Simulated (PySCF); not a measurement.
C$_{3}$H$_{9}$In, charge -1, doublet, at a GFN2-xTB geometry of the parent state (such geometries of metal compounds can be far from the true shape) (a state made from the parent by changing its charge; the spin is typed, not shown lowest) (all electrons, no relativity) (a gas-phase anion, which may not be bound at this level); B3LYP/STO-3G (PySCF).

PySCF was given this input:
```python
from pyscf import gto, scf, dft

mol = gto.M(
    atom='''
In   -0.00027071    0.00058834   -0.00069908
C    -1.54741402   -1.60362658   -0.25516667
H    -1.47645898   -2.03150186   -1.25510468
H    -2.54532539   -1.18425536   -0.13021367
H    -1.39904443   -2.39480853    0.47847392
C    -0.16211960    1.91699700   -1.15548571
H     0.80256149    2.17280153   -1.59247574
H    -0.46352417    2.72452625   -0.48838330
H    -0.90066120    1.82322629   -1.95032013
C     1.71103614   -0.31596421    1.41393740
H     2.33646867    0.57422770    1.46297261
H     2.31750483   -1.15712290    1.07865522
H     1.33272866   -0.54035921    2.41094086
''',
    basis='sto-3g',
    charge=-1,
    spin=1,
    verbose=4,
)

mf = dft.ROKS(mol)
mf.xc = 'b3lyp'
mf.kernel()
```

Output, abridged:

```
PySCF version 2.14.0

[INPUT] verbose = 4
[INPUT] num. atoms = 13
[INPUT] num. electrons = 77
[INPUT] charge = -1
[INPUT] spin (= nelec alpha-beta = 2S) = 1
[INPUT] symmetry False subgroup None
[INPUT] Mole.unit = angstrom
[INPUT] Symbol           X                Y                Z      unit          X                Y                Z       unit  Magmom
[INPUT]  1 In    -0.000270710000   0.000588340000  -0.000699080000 AA   -0.000511567759   0.001111801468  -0.001321069739 Bohr   0.0
[INPUT]  2 C     -1.547414020000  -1.603626580000  -0.255166670000 AA   -2.924188699112  -3.030415042273  -0.482195122417 Bohr   0.0
[INPUT]  3 H     -1.476458980000  -2.031501860000  -1.255104680000 AA   -2.790103106355  -3.838982136945  -2.371804102860 Bohr   0.0
[INPUT]  4 H     -2.545325390000  -1.184255360000  -0.130213670000 AA   -4.809967885002  -2.237918291948  -0.246068173974 Bohr   0.0
[INPUT]  5 H     -1.399044430000  -2.394808530000   0.478473920000 AA   -2.643810808798  -4.525532242472   0.904184666547 Bohr   0.0
[INPUT]  6 C     -0.162119600000   1.916997000000  -1.155485710000 AA   -0.306361643424   3.622599311613  -2.183551532749 Bohr   0.0
[INPUT]  7 H      0.802561490000   2.172801530000  -1.592475740000 AA    1.516621414223   4.105999814736  -3.009343008614 Bohr   0.0
[INPUT]  8 H     -0.463524170000   2.724526250000  -0.488383300000 AA   -0.875933733416   5.148608431688  -0.922910680811 Bohr   0.0
[INPUT]  9 H     -0.900661200000   1.823226290000  -1.950320130000 AA   -1.702002999022   3.445398351207  -3.685570900926 Bohr   0.0
[INPUT] 10 C      1.711036140000  -0.315964210000   1.413937400000 AA    3.233389693833  -0.597085822065   2.671954443280 Bohr   0.0
[INPUT] 11 H      2.336468670000   0.574227700000   1.462972610000 AA    4.415285884927   1.085133086139   2.764617560640 Bohr   0.0
[INPUT] 12 H      2.317504830000  -1.157122900000   1.078655220000 AA    4.379449421057  -2.186645373462   2.038362948632 Bohr   0.0
[INPUT] 13 H      1.332728660000  -0.540359210000   2.410940860000 AA    2.518492165759  -1.021130915786   4.556017927923 Bohr   0.0

nuclear repulsion = 351.08241544185
number of shells = 29
number of NR pGTOs = 153
number of NR cGTOs = 51
basis = sto-3g
ecp = {}

******** <class 'pyscf.dft.roks.ROKS'> ********
method = ROKS
initial guess = minao
damping factor = 0
level_shift factor = 0
DIIS = <class 'pyscf.scf.diis.CDIIS'>
diis_start_cycle = 1
diis_space = 8
diis_damp = 0
SCF conv_tol = 1e-09
SCF conv_tol_grad = None
SCF max_cycles = 50
direct_scf = True
direct_scf_tol = 1e-13
num. doubly occ = 38  num. singly occ = 1
XC library pyscf.dft.libxc version 7.1.2
    S. Lehtola, C. Steigemann, M. J. T. Oliveira, and M. A. L. Marques,  SoftwareX 7, 1–5 (2018)
XC functionals = b3lyp
    P. J. Stephens, F. J. Devlin, C. F. Chabalowski, and M. J. Frisch,  J. Phys. Chem. 98, 11623 (1994)
radial grids:
    Treutler-Ahlrichs [JCP 102, 346 (1995); DOI:10.1063/1.469408] (M4) radial grids

becke partition: Becke, JCP 88, 2547 (1988); DOI:10.1063/1.454033
pruning grids: <function nwchem_prune>
grids dens level: 3
symmetrized grids: False
atomic radii adjust function: <function treutler_atomic_radii_adjust>
small_rho_cutoff = 0
Set gradient conv threshold to 3.16228e-05
tot grids = 152504
init E= -5788.01350269328
  HOMO = -0.343215156160937  LUMO = -0.268612813195177  gap/eV = 2.03003
cycle= 1 E= -5802.78887800371  delta_E= -14.8  |g|= 0.689  |ddm|= 3.07
  HOMO = 0.438666477143932  LUMO = 0.536017873605198  gap/eV = 2.64907
cycle= 2 E= -5802.96595066602  delta_E= -0.177  |g|= 0.349  |ddm|= 1.58
  HOMO = 0.32183742087088  LUMO = 0.414180949132573  gap/eV = 2.51280
cycle= 3 E= -5803.02072554909  delta_E= -0.0548  |g|= 0.0281  |ddm|= 0.623
  HOMO = 0.316183580011817  LUMO = 0.415159893330134  gap/eV = 2.69328
cycle= 4 E= -5803.02097571627  delta_E= -0.00025  |g|= 0.00794  |ddm|= 0.0382
  HOMO = 0.318084576754368  LUMO = 0.41576456817279  gap/eV = 2.65801
cycle= 5 E= -5803.0209998882  delta_E= -2.42e-05  |g|= 0.00318  |ddm|= 0.0147
  HOMO = 0.318005119727054  LUMO = 0.416007623246627  gap/eV = 2.66678
cycle= 6 E= -5803.02100340289  delta_E= -3.51e-06  |g|= 4.78e-05  |ddm|= 0.00357
  HOMO = 0.318004343616818  LUMO = 0.416007943507989  gap/eV = 2.66681
cycle= 7 E= -5803.02100340374  delta_E= -8.56e-10  |g|= 4.57e-05  |ddm|= 0.00015
  HOMO = 0.318004868692806  LUMO = 0.416007864635322  gap/eV = 2.66680
cycle= 8 E= -5803.02100340446  delta_E= -7.19e-10  |g|= 2.57e-06  |ddm|= 5e-05
  HOMO = 0.318005265309724  LUMO = 0.41600777624117  gap/eV = 2.66678
Extra cycle  E= -5803.02100340443  delta_E= 2.55e-11  |g|= 2.5e-06  |ddm|= 6.55e-06
converged SCF energy = -5803.02100340443
```
